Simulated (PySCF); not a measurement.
In(Cl)(OH)(OMe) (CH₄ClInO₂), SMILES C[O][In]([OH])[Cl]. Geometry optimised at PBE-D3(BJ)/def2-SVP. The structure was generated by enumeration; whether it is a known compound was not checked. The def2 effective core potentials stand for the cores of In; spin–orbit coupling is left out. One conformer was computed; it need not be the lowest.

Problem. Give the equilibrium geometry at PBE-D3(BJ)/def2-SVP (PySCF confirms it by a frequency run) as bond lengths and angles. (Estimate from the structure and the level; the computed values follow.)

Solution. This is not unique; one that fits is 
Atoms: In1 Cl2 O3 H4 O5 C6 H7 H8 H9. Bond lengths (Å): In1–Cl2 2.358, In1–O3 2.018, In1–O5 2.013, O3–H4 0.979, O5–C6 1.417, C6–H7 1.116, C6–H8 1.113, C6–H9 1.115. Angles (°): Cl2–In1–O3 119.9, Cl2–In1–O5 117.4, O3–In1–O5 122.7, In1–O3–H4 107.8, In1–O5–C6 120.4, O5–C6–H7 113.6, O5–C6–H8 107.4, O5–C6–H9 113.7, H7–C6–H8 107.1, H7–C6–H9 107.6, H8–C6–H9 107.1.
